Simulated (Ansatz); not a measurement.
Task: Name a neutral molecule of B, F, S, Si and H with HOMO energy (PBE/def2-TZVPP) between -6.55 and -6.25 eV and size of the dipole moment (ωB97M-V/def2-TZVPP) between 0.90 and 1.20 D (Ansatz, PBE0-D4/def2-TZVP geometry).

Result: `B[SiH](F)S` (-6.38 eV, 1.03 D); `FB1S[SiH]1F` (-6.41 eV, 1.19 D). Other molecules can fit too; these were computed, each in one conformer that needn't be the lowest.
